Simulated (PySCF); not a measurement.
PySCF 2.14 output of an unrestricted M06-L calculation on a single atom or ion in jorge-DZP-DKH (8s6p2d1f, 43 functions), with scalar relativity by spin-free X2C-1e:

```
SCF conv_tol = 1e-09
number electrons alpha = 12  beta = 9
    Y. Zhao and D. G. Truhlar.,  J. Chem. Phys. 125, 194101 (2006)
    Y. Zhao and D. G. Truhlar.,  J. Chem. Phys. 125, 194101 (2006)
    Y. Zhao and D. G. Truhlar.,  Theor. Chem. Acc. 120, 215 (2008)
cycle= 1 E= -1048.67191651499  delta_E= -0.00323  |g|= 0.012  |ddm|= 0.0693
cycle= 2 E= -1048.67193967641  delta_E= -2.32e-05  |g|= 0.00671  |ddm|= 0.0221
cycle= 3 E= -1048.67194807869  delta_E= -8.4e-06  |g|= 0.000424  |ddm|= 0.00714
cycle= 4 E= -1048.67194808462  delta_E= -5.93e-09  |g|= 4.24e-05  |ddm|= 0.000192
cycle= 5 E= -1048.67194808501  delta_E= -3.92e-10  |g|= 1.2e-06  |ddm|= 6.04e-05
converged SCF energy = -1048.67194808501  <S^2> = 3.7507515  2S+1 = 4.0003757
```

The run itself started from symmetry-adapted Hartree-Fock orbitals and held the occupation by maximum overlap, on a logarithmic radial grid, so the iterations belong to that start.

Which element, charge and spin multiplicity is this?

Cr³⁺ (chromium, charge +3), multiplicity 4; the state was [Ar] 3d3, high-spin 4F determinant.
